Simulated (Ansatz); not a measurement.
Consider the ligand exchange at a Ta–N bond: `[NH2][Ta](=[O])([OH])[OH]` + H–F → `[O]=[Ta]([OH])([OH])[F]` + NH₃.

Gas-phase electronic energies from Ansatz, PBE0-D4/def2-TZVP geometries. CCSD(T)/CBS is the MP2 limit (def2-TZVPP, def2-QZVPP) plus CCSD(T) − MP2 in def2-TZVPP, frozen cores. This one scheme is used for every species. Functionals use def2-TZVPP. Elements past krypton have def2 core potentials. For Ta outer-core shells are correlated without core-valence functions, which leaves a few kJ/mol of doubt a bond. Each species was taken in one conformer, which may not be the lowest.

`[NH2][Ta](=[O])([OH])[OH]`:

```xyz
9

N     0.372    0.923    1.266
Ta   -0.340   -0.020   -0.322
O    -1.628    0.962   -0.906
O    -1.059   -1.746    0.104
O     1.055   -0.201   -1.620
H     1.204    0.667    1.777
H    -0.035    1.759    1.657
H    -0.699   -2.515    0.542
H     1.131    0.172   -2.498
```

H–F:

Z-matrix (Å, degrees):
```
F
H 1 0.920
```

`[O]=[Ta]([OH])([OH])[F]`:

```xyz
7

O    -0.240   -0.478    1.723
Ta   -0.229    0.256    0.171
O     1.562    0.694   -0.280
O    -0.917   -0.985   -1.091
F    -1.299    1.807    0.228
H     2.372    0.580    0.217
H    -1.250   -1.874   -0.968
```

NH₃:

Cartesian coordinates in Å:
```
N 0.158 0.164 -0.166
H -0.091 0.632 0.696
H -0.707 -0.108 -0.617
H 0.641 -0.689 0.087
```

| level | ΔE (kJ/mol) |
| --- | --- |
| PBE-D4 | -98.5 |
| CCSD/def2-SVP | -103.2 |

Task: What does CCSD(T)/CBS give? (An estimate is asked.)

Result: Computed: -88.5 kJ/mol. The listed levels differ from it by -10.0, -14.7 kJ/mol.

Largest T1 diagnostic among the species: 0.020.

Leaving LDA and LC-ωPBE aside and taking each functional with its dispersion term where it has one, the values, not all of them listed here, spread over 16.4 kJ/mol, from B97M-V to PBE-QIDH. LDA lies +9.9 kJ/mol from PBE without D4. In def2-TZVPP, CCSD(T) changes the Hartree–Fock value by +16.1 kJ/mol (the triples alone add +1.5 kJ/mol) and MP2 by +19.7 kJ/mol. From r2SCAN to r2SCAN0 (25 % exact exchange), in def2-TZVPP and without D4, ΔE moves by +5.0 kJ/mol.
